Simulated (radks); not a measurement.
Question: The mean radii <r> (bohr) of the occupied orbitals of an atom or ion are listed with their occupations. Method: non-relativistic Kohn-Sham, PBE, spin-polarised, spherical densities, point nucleus; computed with a radial shooting solver on a logarithmic mesh with Libxc functionals.

orbital  occ.      <r>
1s up       1  0.07737
1s down     1  0.07737
2s up       1   0.3667
2s down     1   0.3667
2p up       3   0.3286
2p down     3   0.3286
3s up       1    1.162
3s down     1    1.160
3p up       3    1.270
3p down     3    1.266
4s up       1    3.592

Name the element and its charge. Open shells, if any, are filled with parallel spins first.

Answer: Z = 20, calcium, charge +1: Ca+ in [Ar] 4s1. The 1s radius gives Z: for a bare nucleus <r> = 1.5/Z, 0.075 bohr for Z = 20, and screening makes it slightly larger (0.07737 here). The occupations add up to 19, and the charge is Z minus that.
